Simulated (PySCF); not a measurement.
**Spinor energies of Lu⁶⁷⁺ (lutetium, charge +67)**

Start: [He] 2s2. Calculated with PySCF 2.14 in an even-tempered Gaussian basis (16 s from 52 bohr⁻², ratio 2.4; 13 p from 68 bohr⁻², ratio 2.4; 5 d from 210 bohr⁻², ratio 2.6; 4 f from 320 bohr⁻², ratio 2.6): generalised Hartree-Fock with the X2C-1e Hamiltonian and a Gaussian nucleus; one run each with spin-orbit coupling (SO) switched off, then screened by Boettger's factors.

```csv
spinor shell,electrons,"ε, spin-free (eV)","ε, screened SO (eV)",weight of nominal j (screened SO),"rms radius, screened SO (bohr)"
1s1/2,2,-71634.3,-71634.3,1.000,0.0218
2s1/2,2,-17631.7,-17631.7,1.000,0.0844
```

```csv
quantity,spin-free,screened SO
E (hartree),-6688.05696,-6688.05696
M_J,0,0
⟨J²⟩,0.000,0.000
⟨L²⟩,0.000,0.000
⟨S²⟩,0.000,0.000
```

Breit and QED terms are absent; they matter most for the inner s and p1/2 levels.

Densities and radii are taken from the X2C orbitals without a picture-change correction, which distorts them close to the nucleus.

Without spin-orbit coupling the j labels of p, d and f shells carry no meaning; the spin-free column gives the mean over the occupied spinors of each nl shell.
